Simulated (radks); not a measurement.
Results of a calculation; reference values are marked as such.
Task: Neutral molybdenum, 42 electrons, occupied as [Kr] 4d3 5s2 5p1 (not the ground configuration). Level of theory: Dirac Kohn-Sham, PBE, spin-unpolarised, spherical densities, finite nucleus; open shells fill j = l - 1/2 first; Fermi nuclear charge, rms radius 4.4091 fm (a radial shooting solver on a logarithmic mesh with Libxc functionals). Some entries of the table are withheld. Estimate them.

| orbital | occ. | eigenvalue (eV) | <r> (bohr) |
|---|---|---|---|
| 1s1/2 | 2 | -19819.82 | 0.03517 |
| 2s1/2 | 2 | (1) | 0.1534 |
| 2p1/2 | 2 | (2) | 0.1308 |
| 2p3/2 | 4 | (3) | 0.1353 |
| 3s1/2 | 2 | (4) | 0.4287 |
| 3p1/2 | 2 | -398.6810 | 0.4233 |
| 3p3/2 | 4 | -381.1341 | 0.4338 |
| 3d3/2 | 4 | -230.5306 | 0.4132 |
| 3d5/2 | 6 | -227.2078 | 0.4167 |
| 4s1/2 | 2 | -71.4623 | 1.099 |
| 4p1/2 | 2 | -47.0353 | (5) |
| 4p3/2 | 4 | -44.4737 | (6) |
| 4d3/2 | 3 | -9.1412 | 1.728 |
| 4d5/2 | 0 | -8.8851 | 1.746 |
| 5s1/2 | 2 | -6.4802 | 3.197 |
| 5p1/2 | 1 | (7) | 4.201 |
| 5p3/2 | 0 | (8) | 4.326 |

Result: 
(1) 2s1/2 eigenvalue (eV): -2805.447
(2) 2p1/2 eigenvalue (eV): -2581.436
(3) 2p3/2 eigenvalue (eV): -2474.885
(4) 3s1/2 eigenvalue (eV): -483.9077
(5) 4p1/2 <r> (bohr): 1.199
(6) 4p3/2 <r> (bohr): 1.228
(7) 5p1/2 eigenvalue (eV): -2.5616
(8) 5p3/2 eigenvalue (eV): -2.3899
